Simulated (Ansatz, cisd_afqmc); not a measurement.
System: F, charge 0, doublet.

Total energies in cc-pVDZ, 7 correlated electrons, 1 frozen orbitals. Open shells are spin-unrestricted; no spin-orbit coupling. Correlated methods leave the cores frozen. No relativity. AFQMC is phaseless with a CISD trial state; ± is one standard error, without the phaseless bias. Outlying blocks are dropped, and bars are widened where a walk drifts. Over all cases where full CI ran beside it in this data, AFQMC minus full CI had a median of +0.1 mEh and passed +0.4 mEh in a tenth of the cases. Full CI freezes restricted core orbitals and the other rows unrestricted ones, which leaves a small offset even where coupled cluster is exact.

```tsv
method	program	energy (Eh)	error against FCI (mEh)
HF	Ansatz	-99.37524	152.49
MP2	Ansatz	-99.51584	11.90
CCSD	Ansatz	-99.52669	1.05
CCSD(T)	Ansatz	-99.52757	0.16
CCSDT(Q)	Ansatz	-99.52776	-0.03
CCSDTQ	Ansatz	-99.52777	-0.03
AFQMC/CISD	cisd_afqmc	-99.5277 ± 0.0001	0.0 ± 0.1
FCI	Ansatz	-99.52773	0.00
```

Ansatz is a first-principles code.
